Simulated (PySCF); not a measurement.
Below is a simulated gas-phase Si 2p photoelectron spectrum of AsMe2(SiH3) (`C[As](C)[SiH3]`).

Every computed line was given a Gaussian of 0.8 eV full width at half maximum and an area set by the number of equivalent atoms (split 2:1 within a doublet); the highest printed point is 100. The calculation used delta-SCF UKS SCAN, pcX-2 on the ionised atom, pcseg-1 elsewhere, spin-free X2C (PySCF 2.14.0).

```json
{"binding energy (eV)": "105.2", "intensity": "0"}
{"binding energy (eV)": "105.3", "intensity": "1"}
{"binding energy (eV)": "105.4", "intensity": "2"}
{"binding energy (eV)": "105.5", "intensity": "4"}
{"binding energy (eV)": "105.6", "intensity": "7"}
{"binding energy (eV)": "105.7", "intensity": "13"}
{"binding energy (eV)": "105.8", "intensity": "23"}
{"binding energy (eV)": "105.9", "intensity": "36"}
{"binding energy (eV)": "106.0", "intensity": "51"}
{"binding energy (eV)": "106.1", "intensity": "68"}
{"binding energy (eV)": "106.2", "intensity": "83"}
{"binding energy (eV)": "106.3", "intensity": "95"}
{"binding energy (eV)": "106.4", "intensity": "100"}
{"binding energy (eV)": "106.5", "intensity": "100"}
{"binding energy (eV)": "106.6", "intensity": "95"}
{"binding energy (eV)": "106.7", "intensity": "87"}
{"binding energy (eV)": "106.8", "intensity": "79"}
{"binding energy (eV)": "106.9", "intensity": "70"}
{"binding energy (eV)": "107.0", "intensity": "61"}
{"binding energy (eV)": "107.1", "intensity": "51"}
{"binding energy (eV)": "107.2", "intensity": "42"}
{"binding energy (eV)": "107.3", "intensity": "32"}
{"binding energy (eV)": "107.4", "intensity": "22"}
{"binding energy (eV)": "107.5", "intensity": "15"}
{"binding energy (eV)": "107.6", "intensity": "9"}
{"binding energy (eV)": "107.7", "intensity": "5"}
{"binding energy (eV)": "107.8", "intensity": "3"}
{"binding energy (eV)": "107.9", "intensity": "1"}
{"binding energy (eV)": "108.0", "intensity": "1"}
{"binding energy (eV)": "108.1", "intensity": "0"}
```

Count the maxima, the lines and the sites behind this envelope.

The curve has 1 maximum (at 106.4 eV). Under it lie 2 lines from 1 inequivalent silicon site, drawn as a 2p3/2, 2p1/2 pair. At this width some lines have no maximum of their own.

Decompose the envelope and assign each component. Bonds: As1–C2, As1–C6, As1–Si10. Hydrogens: H3, H4, H5 on C2; H7, H8, H9 on C6; H11, H12, H13 on Si10.

```csv
position (eV),relative area,line,atoms,environment
106.36,0.67,Si 2p3/2,Si10,silicon bonded to As and 3 H
106.99,0.33,Si 2p1/2,Si10,silicon bonded to As and 3 H
```

What are the centre and the root-mean-square width of the whole band?

The area-weighted mean of the lines is 106.57 eV. Their own spread about it is 0.29 eV (rms) and each Gaussian has σ = 0.8/2.355 = 0.34 eV; the variances add, which gives 0.45 eV.

Shake-up satellites, vibrational structure and lifetime widths aren't simulated. For 2p shells one spin-free hole was relaxed; a mean-field spin–orbit operator and the ground-state splitting of the three 2p orbitals were then diagonalised within the shell. The shell's mean is (2 × 2p3/2 + 2p1/2)/3, and the degeneracies 2j + 1 give areas of 2:1. 2p1/2 minus 2p3/2 (ligand field included): Si 0.62 eV. Isolated species at its PBE0-D3(BJ)/def2-SVP geometry, gas phase.

The run took 26 s of wall time on one thread, Arm Neoverse N1 (aarch64), no GPU, shared host, and the process peaked at 0.50 GiB of memory.
